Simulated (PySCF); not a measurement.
Zn⁺: excitation energy

Zn⁺ [Ar] 3d10 4s1 (2S) → Zn⁺ [Ar] 3d10 4d1 (2D), as a difference of total energies. Computed with PySCF 2.14 in aug-cc-pwCVDZ-PP with ECP10MDF (6s6p5d3f, 70 functions), with scalar relativity through the core potential. Correlated levels: valence and next inner shell: nothing frozen outside the core potential. The calculations carry no spin-orbit coupling.

| method | excitation energy (cm⁻¹) |
| --- | --- |
| UHF | 102730 |
| MP2 (valence and next inner shell) | 110110 |
| SCS-MP2 (valence and next inner shell) | 108740 |
| CCSD (valence and next inner shell) | 108760 |
| CCSD(T) (valence and next inner shell) | 107640 |

Errors of the correlated levels include the incompleteness of this basis.

The promoted electron is Rydberg-like, and one or two diffuse shells describe it only roughly, which tends to raise the upper state.

The coupled-cluster amplitudes are large for the upper state (T1 above 0.03 or a double amplitude above 0.15), so a single reference is strained.

Question: Which method comes closest to the reference value, and which is furthest?

Answer: The reference is 96940 cm⁻¹ (measured; NIST levels, between the centres of gravity of the two terms). Closest: UHF (error 5785.2 cm⁻¹); furthest: MP2 (valence and next inner shell) (error 13168 cm⁻¹).
